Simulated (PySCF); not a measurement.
## Radial density of N²⁺ (nitrogen, charge +2)

PBE, [He] 2s2 2p1, 2P determinant. Calculation: PySCF 2.14, in cc-pVDZ (3s2p1d, 14 functions); no relativity, point nucleus.

```
r (bohr)  4πr²ρ (e/bohr)  4πr²(ρα − ρβ)
 0.00476         0.05513         0.0000
 0.00801          0.1498         0.0000
  0.0135          0.3912         0.0001
  0.0227          0.9756         0.0003
  0.0381           2.225         0.0009
  0.0641           4.400         0.0027
   0.108           6.820         0.0108
   0.181           7.099         0.0521
   0.305           3.961         0.2070
   0.513           1.817         0.5502
   0.863           2.657         0.8513
    1.45           1.616         0.4928
    2.44          0.1673         0.0473
    4.11        0.003223         0.0015
```
